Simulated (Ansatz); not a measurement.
Reactions of `[CH3][GeH]([CH3])[Cl]`.

Program: Ansatz. Geometries: PBE0-D4/def2-TZVP. ΔE: electronic, gas phase. CBS: MP2 limit from def2 TZ/QZ plus the TZ coupled-cluster correction, frozen cores. Functionals use def2-TZVPP. Elements past krypton have def2 core potentials. For Ge, Hf, Sb, Se outer-core shells are correlated without core-valence functions, which leaves a few kJ/mol of doubt a bond. Scalar relativity is left out up to krypton. One conformer a species, not always the lowest.

| reaction | CCSD(T)/CBS(def2) (kJ/mol) |
| --- | --- |
| `[CH3][GeH]([CH3])[Cl]` + `C[SiH](O)O` → `CO[SiH](C)O` + `[CH3][GeH2][Cl]` | 100 |
| `[CH3][GeH]([CH3])[Cl]` + `CC[SeH]` → `[CH3][GeH]([Cl])[SeH]` + `CCC` | ? |
| `[CH3][GeH]([CH3])[Cl]` + `[F][SbH][SiH3]` → `[CH3][GeH2][CH3]` + `[F][Sb]([SiH3])[Cl]` | ? |
| `[CH3][GeH]([CH3])[Cl]` + `NC(N)=C[SiH3]` → `[CH3][GeH]([NH2])[Cl]` + `C/C(N)=C\[SiH3]` | -21 |
| `[CH3][GeH]([CH3])[Cl]` + `CC(O)CF` → `[CH3][GeH]([OH])[Cl]` + `CC(C)CF` | -73 |
| `[CH3][GeH]([CH3])[Cl]` + `C[S][Hf]([OH])([F])[Cl]` → `C[O][Hf]([F])([Cl])[S]C` + `[CH3][GeH2][Cl]` | 85 |

Question: Fill in the missing values. (Estimate.)

Answer: Computed: `[CH3][GeH]([CH3])[Cl]` + `CC[SeH]` → `[CH3][GeH]([Cl])[SeH]` + `CCC`: -67.6 kJ/mol; `[CH3][GeH]([CH3])[Cl]` + `[F][SbH][SiH3]` → `[CH3][GeH2][CH3]` + `[F][Sb]([SiH3])[Cl]`: +4.8 kJ/mol.

Largest T1 diagnostic: 0.015, for `C[S][Hf]([OH])([F])[Cl]`.
